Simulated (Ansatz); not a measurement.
Cost and result up the ladder for Mo(NH)2(NH2)2 (MoN₄H₆) (11 atoms). The state is a singlet with charge 0. Geometry: r2SCAN-D4/def2-SVP.

```xyz
11

Mo    0.099   -0.089    0.149
N    -0.219    0.295    1.821
H    -0.105    0.231    2.832
N     1.330   -1.289   -0.150
H     2.049   -1.970    0.091
N     0.690    1.559   -0.712
H     1.350    1.595   -1.485
H     0.473    2.492   -0.372
N    -1.565   -0.777   -0.603
H    -2.488   -0.577   -0.227
H    -1.614   -1.472   -1.344
```

Ansatz on 4 threads of Arm Neoverse V2 on a shared host. Times are rough, and most runs start from the orbitals of an earlier one. ωB97X-V/def2-TZVP serves as the yardstick here, not as an exact answer. Differences are given only for rows in sets of like size (and for xTB, whose basis is part of the method), since another set adds its own error. Binding counts from free atoms at the same level (Mo septet, N quartet, H doublet; other spins of the atoms weren't run), without zero-point energy or a counterpoise term.

In the def2 sets Mo takes a core potential; there is no spin–orbit coupling. B3LYP takes the VWN-RPA correlation. HSE06 is defined as in plane-wave codes, on full-range PBE exchange. Correlated methods freeze 4 core orbitals; core or outer-core shells of Mo are correlated, in sets that lack core-valence functions.

Correlated methods converge slowly with the basis.

| level | functions | wall time |
| --- | --- | --- |
| PBE-D4/def2-SVP | 117 | 1.1 s |
| LDA (SPW92)/def2-TZVP (with forces) | 200 | 1.4 s |
| PBE0-D4/def2-SVP | 117 | 1.4 s |
| PBE-D4/def2-TZVP | 200 | 1.8 s |
| BLYP-D4/def2-TZVP | 200 | 1.9 s |
| PBE0-D4/def2-TZVP | 200 | 2.4 s |
| PBE-D4/def2-TZVPD | 242 | 2.5 s |
| B3LYP-D4/def2-TZVP | 200 | 2.5 s |
| HSE06-D4/def2-TZVP | 200 | 2.5 s |
| CAM-B3LYP-D4/def2-TZVP | 200 | 2.6 s |
| r2SCAN-D4/def2-TZVP | 200 | 3.5 s |
| r2SCAN-D4/def2-TZVPD | 242 | 4.5 s |
| ωB97X-V/def2-TZVP | 200 | 7.5 s |
| CCSD(T)/def2-TZVP | 200 | 2.1 min |

(1) Estimate what each level gives for the binding energy per atom (eV).

Answers

(1) 
```csv
level,binding energy per atom (eV),difference from ωB97X-V/def2-TZVP (eV),remarks
PBE-D4/def2-SVP,3.87,–,–
LDA (SPW92)/def2-TZVP (with forces),4.39,0.73,–
PBE0-D4/def2-SVP,3.61,–,–
PBE-D4/def2-TZVP,3.85,0.18,–
BLYP-D4/def2-TZVP,3.85,0.18,–
PBE0-D4/def2-TZVP,3.60,-0.07,–
PBE-D4/def2-TZVPD,3.86,0.19,–
B3LYP-D4/def2-TZVP,3.71,0.04,–
HSE06-D4/def2-TZVP,3.60,-0.07,–
CAM-B3LYP-D4/def2-TZVP,3.68,0.01,–
r2SCAN-D4/def2-TZVP,3.62,-0.05,–
r2SCAN-D4/def2-TZVPD,3.62,-0.05,–
ωB97X-V/def2-TZVP,3.67,0.00,–
CCSD(T)/def2-TZVP,3.49,-0.18,test for broken spin undecided
```
